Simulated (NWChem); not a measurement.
System: CH₆OSSi; SMILES CO[SiH2]S

Input file for NWChem:

```
start job
memory heap 200 mb stack 900 mb global 1100 mb
geometry units angstroms noautoz
  Si    -1.052117     0.010628     0.123454
  S      0.095536     1.799293     0.452101
  O     -0.207258    -1.380579     0.436892
  C      0.993258    -1.751968    -0.181908
  H     -2.173315     0.028645     1.092861
  H     -1.518794     0.028660    -1.296227
  H      0.574632     1.856981    -0.809147
  H      1.778474    -0.986891    -0.042669
  H      1.347075    -2.691113     0.269060
  H      0.864089    -1.922731    -1.267150
end
basis spherical
  * library 6-31g*
end
dft
  xc b3lyp
  iterations 150
  vectors input atomic output neutral.movecs
end
task dft energy
charge 1
dft
  odft
  mult 2
  vectors input atomic output cation.movecs
end
task dft energy
```

Parts of the log:

```
             Northwest Computational Chemistry Package (NWChem) 7.3.0
             --------------------------------------------------------

 C1  symmetry detected

                             Geometry "geometry" -> ""
                             -------------------------

 Output coordinates in angstroms (scale by  1.889725989 to convert to a.u.)

  No.       Tag          Charge          X              Y              Z
 ---- ---------------- ---------- -------------- -------------- --------------
    1 Si                  14.0000    -0.88946637     0.03349066    -0.10280072
    2 S                   16.0000     0.44964466     1.70267967     0.10939826
    3 O                    8.0000    -0.23040627    -1.40588272     0.38845389
    4 C                    6.0000     0.94108618    -1.97449570    -0.12765328
    5 H                    1.0000    -2.03869866     0.27994220     0.80035281
    6 H                    1.0000    -1.29290808    -0.04121584    -1.53990212
    7 H                    1.0000     0.98275353     1.57477402    -1.12471782
    8 H                    1.0000     1.80589533    -1.29448478    -0.02284507
    9 H                    1.0000     1.16154077    -2.89662990     0.43057626
   10 H                    1.0000     0.83636482    -2.24009372    -1.19633750

 Effective nuclear repulsion energy (a.u.)     222.9494898222

                                 NWChem DFT Module
                                 -----------------

 Summary of "ao basis" -> "ao basis" (spherical)
 ------------------------------------------------------------------------------
       Tag                 Description            Shells   Functions and Types
 ---------------- ------------------------------  ------  ---------------------
 Si                          6-31g*                  8       18   4s3p1d
 S                           6-31g*                  8       18   4s3p1d
 O                           6-31g*                  6       14   3s2p1d
 C                           6-31g*                  6       14   3s2p1d
 H                           6-31g*                  2        2   2s

            General Information
            -------------------
          SCF calculation type: DFT
          Wavefunction type:  closed shell.
          No. of atoms     :    10
          No. of electrons :    50
           Alpha electrons :    25
            Beta electrons :    25
          Charge           :     0
          Spin multiplicity:     1
          Use of symmetry is: off; symmetry adaption is: off
          Maximum number of iterations: 150
          AO basis - number of functions:    76
                     number of shells:    40
          Convergence on energy requested:  1.00D-06
          Convergence on density requested:  1.00D-05
          Convergence on gradient requested:  5.00D-04

              XC Information
              --------------
                         B3LYP Method XC Potential
                     Hartree-Fock (Exact) Exchange  0.200
                        Slater Exchange Functional  0.800 local
                    Becke 1988 Exchange Functional  0.720 non-local
              Lee-Yang-Parr Correlation Functional  0.810
                  VWN I RPA Correlation Functional  0.190 local

             Grid Information
             ----------------
          Grid used for XC integration:  medium
          Radial quadrature: Mura-Knowles
          Angular quadrature: Lebedev.
          Tag              B.-S. Rad. Rad. Pts. Rad. Cut. Ang. Pts.
          ---              ---------- --------- --------- ---------
          Si                  1.10       88          10.0       590
          S                   1.00       88          11.0       590
          O                   0.60       49          10.0       434
          C                   0.70       49          11.0       434
          H                   0.35       45          12.0       434
          Grid pruning is: on
          Number of quadrature shells:   544
          Spatial weights used:  Erf1

      Superposition of Atomic Density Guess
      -------------------------------------

 Sum of atomic energies:        -801.67699009

      Non-variational initial energy
      ------------------------------

 Total energy =    -803.278305
 1-e energy   =   -1550.264235
 2-e energy   =     524.036441
 HOMO         =      -0.331077
 LUMO         =       0.069524

   convergence    iter        energy       DeltaE   RMS-Dens  Diis-err
 ---------------- ----- ----------------- --------- --------- ---------
 d= 0,ls=0.0,diis     1   -804.5949842479 -1.03D+03  1.57D-02  5.81D-01
 d= 0,ls=0.0,diis     2   -804.5792081157  1.58D-02  8.64D-03  8.56D-01
 d= 0,ls=0.0,diis     3   -804.6622459003 -8.30D-02  2.37D-03  5.39D-02
 d= 0,ls=0.0,diis     4   -804.6665008292 -4.25D-03  9.80D-04  5.44D-03
 d= 0,ls=0.0,diis     5   -804.6672870623 -7.86D-04  1.82D-04  1.56D-04
  Resetting Diis
 d= 0,ls=0.0,diis     6   -804.6673108306 -2.38D-05  3.04D-05  5.85D-06
 d= 0,ls=0.0,diis     7   -804.6673117272 -8.97D-07  6.31D-06  8.49D-08

         Total DFT energy =     -804.667311727242
      One electron energy =    -1553.552689328415
           Coulomb energy =      588.914392450355
    Exchange-Corr. energy =      -62.978504671407
 Nuclear repulsion energy =      222.949489822225

 Numeric. integr. density =       50.000014636757

                       DFT Final Molecular Orbital Analysis
                       ------------------------------------

 Vector   23  Occ=2.000000D+00  E=-3.138627D-01
              MO Center=  2.5D-02, -9.7D-01,  2.3D-01, r^2= 3.5D+00
   Bfn.  Coefficient  Atom+Function         Bfn.  Coefficient  Atom+Function
  ----- ------------  ---------------      ----- ------------  ---------------
    41      0.349348   3 O  pz               40     -0.263660   3 O  py
    45      0.254113   3 O  pz               25     -0.200078   2 S  px
     8      0.182306   1 Si py               44     -0.180065   3 O  py
    74     -0.166330   9 H  s                42      0.165062   3 O  s
    55     -0.161104   4 C  pz               26     -0.158763   2 S  py

 Vector   24  Occ=2.000000D+00  E=-2.887706D-01
              MO Center=  1.1D-02, -8.2D-01, -1.8D-02, r^2= 3.3D+00
   Bfn.  Coefficient  Atom+Function         Bfn.  Coefficient  Atom+Function
  ----- ------------  ---------------      ----- ------------  ---------------
    41      0.363928   3 O  pz               45      0.278058   3 O  pz
    39      0.261916   3 O  px               68      0.235350   6 H  s
    40      0.217787   3 O  py               43      0.202685   3 O  px
    26      0.187017   2 S  py               76      0.187239  10 H  s
    25      0.179793   2 S  px               44      0.166945   3 O  py

 Vector   25  Occ=2.000000D+00  E=-2.670089D-01
              MO Center=  3.6D-01,  1.5D+00,  9.4D-02, r^2= 2.2D+00
   Bfn.  Coefficient  Atom+Function         Bfn.  Coefficient  Atom+Function
  ----- ------------  ---------------      ----- ------------  ---------------
    25      0.460799   2 S  px               26     -0.406012   2 S  py
    29      0.270032   2 S  px               30     -0.250458   2 S  py
    27      0.249096   2 S  pz               21     -0.176071   2 S  px
    22      0.154767   2 S  py               31      0.154739   2 S  pz
    40     -0.147444   3 O  py               44     -0.109609   3 O  py

 Vector   26  Occ=0.000000D+00  E= 1.644081D-02
              MO Center=  2.9D-01,  1.2D+00, -2.9D-01, r^2= 4.2D+00
   Bfn.  Coefficient  Atom+Function         Bfn.  Coefficient  Atom+Function
  ----- ------------  ---------------      ----- ------------  ---------------
    70      1.288625   7 H  s                28     -1.140724   2 S  s
    31      0.760635   2 S  pz               11      0.655494   1 Si px
    10      0.540502   1 Si s                30      0.371848   2 S  py
    27      0.326189   2 S  pz               56     -0.245731   4 C  s
    68      0.245203   6 H  s                29     -0.242496   2 S  px

 Vector   27  Occ=0.000000D+00  E= 3.096473D-02
              MO Center= -9.8D-01, -9.5D-03, -2.1D-01, r^2= 4.6D+00
   Bfn.  Coefficient  Atom+Function         Bfn.  Coefficient  Atom+Function
  ----- ------------  ---------------      ----- ------------  ---------------
    12      1.218717   1 Si py               42      0.642527   3 O  s
    28     -0.581608   2 S  s                29      0.435036   2 S  px
     8      0.351175   1 Si py               10      0.318776   1 Si s
    66     -0.265107   5 H  s                56      0.221520   4 C  s
    25      0.175439   2 S  px               11     -0.167672   1 Si px

 Vector   28  Occ=0.000000D+00  E= 3.236830D-02
              MO Center= -1.8D-01,  6.3D-01, -2.2D-01, r^2= 4.5D+00
   Bfn.  Coefficient  Atom+Function         Bfn.  Coefficient  Atom+Function
  ----- ------------  ---------------      ----- ------------  ---------------
    11      0.910248   1 Si px               10      0.723954   1 Si s
    30      0.608031   2 S  py               70     -0.491844   7 H  s
    29      0.467023   2 S  px                6      0.426019   1 Si s
    28     -0.405980   2 S  s                 7      0.331530   1 Si px
    31     -0.275788   2 S  pz               26      0.269939   2 S  py

     Multipole analysis of the density
     ---------------------------------

     L   x y z        total         alpha         beta         nuclear
     -   - - -        -----         -----         ----         -------
     0   0 0 0     -0.000000    -25.000000    -25.000000     50.000000

     1   1 0 0      0.258989      0.129495      0.129495     -0.000000
     1   0 1 0     -0.388036     -0.194018     -0.194018      0.000000
     1   0 0 1     -0.655282     -0.327641     -0.327641      0.000000

[...]
```

Level: B3LYP/6-31G* (spherical d), vertical spin-unrestricted ions. Structure relaxed at the PBE0/def2-SVP level.
